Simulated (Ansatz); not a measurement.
CH8GeOSi can be A, `O[SiH2][CH2][GeH3]`, or B, `[OH][GeH2][CH2][SiH3]`.

Program: Ansatz. Geometries: PBE0-D4/def2-TZVP. ΔE: electronic, gas phase. CCSD(T)/CBS is the MP2 limit (def2-TZVPP, def2-QZVPP) plus CCSD(T) − MP2 in def2-TZVPP, frozen cores. DFT in def2-TZVPP. B3LYP here is the variant with VWN-RPA as its local correlation; programs differ in this. For Ge outer-core shells are correlated without core-valence functions, which leaves a few kJ/mol of doubt a bond. Scalar relativity is left out up to krypton. One conformer a species, not always the lowest.

A:

Z-matrix (Å, degrees):
```
Si
C 1 1.861
O 1 1.651 2 112.2
H 1 1.483 2 109.7 3 116.4
H 1 1.492 2 109.8 3 -122.9
Ge 2 1.962 1 113.6 3 -46.4
H 2 1.094 1 110.8 3 75.7
H 2 1.095 1 108.7 3 -167.0
H 3 0.957 1 118.2 2 -72.4
H 6 1.537 2 110.0 1 72.4
H 6 1.538 2 110.2 1 -47.9
H 6 1.540 2 110.0 1 -167.9
```

B:

```xyz
12

O     2.194    0.317   -0.761
Ge    0.533    0.821   -1.174
C    -0.730   -0.489   -0.461
Si   -0.741   -0.570    1.405
H     2.350    0.298    0.186
H     0.532    0.857   -2.708
H     0.248    2.217   -0.579
H    -0.459   -1.464   -0.878
H    -1.733   -0.242   -0.823
H    -1.265    0.705    1.966
H     0.646   -0.758    1.917
H    -1.575   -1.693    1.910
```

(1) Which is lower in electronic energy at CCSD(T)/CBS, and by how much? (Best estimate.)

(2) Give E(B) − E(A) in kcal/mol with CCSD/def2-TZVPP, B3LYP-D4, MP2/def2-TZVPP, PBE0-D4, PBE-D4, HF/def2-TZVPP, ωB97M-V. (Estimate.)

Largest T1 diagnostic: 0.011.

## Answers

(1) Ansatz gave: A, by 15.3 kcal/mol.

(2) Computed: CCSD/def2-TZVPP 15.0, B3LYP-D4 15.2, MP2/def2-TZVPP 14.9, PBE0-D4 14.9, PBE-D4 14.1, HF/def2-TZVPP 15.7, ωB97M-V 15.5. None reverses the order clearly.

In def2-TZVPP, CCSD(T) changes the Hartree–Fock value by −1.0 kcal/mol (the triples alone add −0.3 kcal/mol) and MP2 by −0.7 kcal/mol. From PBE to PBE0 (25 % exact exchange), in def2-TZVPP and without D4, E(B) − E(A) moves by +0.8 kcal/mol.
